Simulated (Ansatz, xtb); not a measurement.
Dimer: H2S (SMILES S) (first 3 atoms) with AsH3 (SMILES [AsH3]); geometry from B3LYP-D3(BJ)/def2-TZVP, rigid monomers moved along the line of their centres of mass till S1···As4 is 4.33 Å.
(charge 0, multiplicity 1):
```xyz
7

S     -0.28019     0.37876     0.35637
H     -0.42542    -0.95568     0.34686
H      1.00566     0.29106     0.73163
As    -0.01224    -0.78093     4.52360
H     -1.48165    -1.02280     4.20519
H     -0.21945     0.72373     4.62883
H     -0.23896    -0.98160     6.02113
```

Interaction energies are E(AB) − E(A) − E(B) at the monomers' geometry in the complex; basis-set methods are counterpoise corrected.

The values were computed with Ansatz (an electronic-structure program) with Gaussian orbitals; xtb for the GFN methods. Each number belongs to the level named beside it.

### Question
One of these levels gives -45.3 meV for the interaction energy. Name it.
A. HF/def2-SVPD
B. GFN1-xTB
C. GFN-FF

### Answer
C, GFN-FF. The others give -67.5 (GFN1-xTB), -7.3 (HF/def2-SVPD)
